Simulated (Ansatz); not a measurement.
MoOCl4 (MoCl₄O), relaxed as a singlet with RKS PBE-D4/def2-SVP in Ansatz, starting from the GFN2-xTB geometry. Force threshold 0.02 eV/Å.

In the def2 sets Mo takes a core potential; there is no spin–orbit coupling. The restricted singlet is unstable towards broken spin symmetry in Hartree–Fock (as tested in another run); at PBE-D4/def2-SVP this wasn't settled.

Start:

```xyz
6

Mo    0.1208   -0.0328   -0.0397
O     1.6329   -0.4418   -0.5361
Cl   -1.2659   -0.7144   -1.6916
Cl   -0.2355    2.0568   -0.8273
Cl    0.3930    0.9508    1.9784
Cl   -0.6453   -1.8186    1.1163
```

(1) Estimate the energy that the relaxation releases and the steps that it takes.

(2) Does the start keep its bonding and symmetry?

(3) Predict the relaxed structure.

## Answers

(1) 12.5 kJ/mol, in 4 steps; 7.5 s on 2 threads of AMD EPYC 7R13 on a shared host. No frequencies were taken in this run, so the end may be a saddle point.

(2) By distances, no bond broke or formed. The bond that changes most is Mo1–Cl6, from 2.26 to 2.31 Å (atoms count from 1). Point group C4v at the start, C4v at the end, both within 0.05 Å.

(3) 
```csv
atom,x (Å),y (Å),z (Å)
Mo1,0.078,-0.021,-0.026
O2,1.608,-0.435,-0.529
Cl3,-1.275,-0.744,-1.753
Cl4,-0.211,2.112,-0.863
Cl5,0.434,0.972,2.029
Cl6,-0.634,-1.883,1.141
```
Bond lengths: 4 × Cl–Mo 2.31 Å; 1 × Mo–O 1.66 Å.
